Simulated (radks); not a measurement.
Values are calculated unless marked as measured or tabulated.
Problem. Tm+, configuration [Xe] 4f13 6s1. Level of theory: Dirac Kohn-Sham, B86b exchange with PBE correlation, spin-unpolarised, spherical densities, finite nucleus; open shells fill j = l - 1/2 first; Fermi nuclear charge, rms radius 5.2256 fm (a radial shooting solver on a logarithmic mesh with Libxc functionals).

Spin-orbit splittings of the eigenvalues, e(l+1/2) - e(l-1/2), with zeta = 2 splitting/(2l+1) and mean radii in bohr:

| shell | occ. | splitting (eV) | zeta (eV) | <r> j=l-1/2 | <r> j=l+1/2 |
|---|---|---|---|---|---|
| 2p | 6 | 980.3 | 653.6 | 0.07007 | 0.07746 |
| 3p | 6 | 207.0 | 138.0 | 0.2103 | 0.2241 |
| 3d | 10 | 45.24 | 18.10 | 0.1973 | 0.2016 |
| 4p | 6 | ? | ? | 0.5062 | 0.5381 |
| 4d | 10 | 8.494 | 3.398 | 0.5652 | 0.5765 |
| 4f | 13 | 1.196 | 0.3417 | 0.7947 | 0.8171 |
| 5p | 6 | 5.711 | 3.807 | 1.392 | 1.507 |

Estimate the 4p splitting.

Solution. 46.70 eV (zeta = 31.13 eV).
